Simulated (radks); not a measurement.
Excited configurations of Ag: one electron is placed in a higher orbital outside [Kr] 4d10. The ground configuration is [Kr] 4d10 5s1. Method: scalar-relativistic Kohn-Sham, r2SCAN, spin-unpolarised, spherical densities, finite nucleus; meta-GGA in the generalised Kohn-Sham scheme; Fermi nuclear charge, rms radius 4.5454 fm; computed with a radial shooting solver on a logarithmic mesh with Libxc functionals. Excitation = E - E(ground); binding = E(ion) - E, where the ion is the core of charge +1; n* = 1/sqrt(2 binding) in atomic units, and the quantum defect is n - n*.

| outer orbital | excitation (eV) | binding (eV) | n* | quantum defect | eigenvalue (eV) | <r> (bohr) |
|---|---|---|---|---|---|---|
| 4f | 6.585 | 0.840 | 4.025 | -0.025 | -0.384 | 18.58 |
| 5p | 3.861 | 3.564 | 1.954 | 3.046 | -1.571 | 4.965 |
| 5d | 5.987 | 1.438 | 3.076 | 1.924 | -0.635 | 11.01 |
| 5f | 6.853 | 0.572 | 4.878 | 0.122 | -0.321 | 31.61 |
| 6s | 5.030 | 2.394 | 2.384 | 3.616 | -1.417 | 8.803 |
| 6d | 6.547 | 0.877 | 3.938 | 2.062 | -0.485 | 21.03 |
| 7s | 6.198 | 1.226 | 3.331 | 3.669 | -0.763 | 17.21 |

Estimate the row for 7p.

Answer. excitation (eV) 6.486; binding (eV) 0.938; n* 3.808; quantum defect 3.192; eigenvalue (eV) -0.583; <r> (bohr) 21.85. The Delta-SCF ionisation energy is 7.424 eV (NIST Atomic Spectra Database: 7.576 eV, measured). Self-interaction in the functional shifts the binding energies and quantum defects, so they are the method's values and not measured ones. Spin polarisation and multiplet splitting are left out, so open shells lie too high by an amount that depends on their filling.

Beside tabulated values, note that spin-unpolarised runs miss the spin-polarisation part of the exchange energy of open shells.
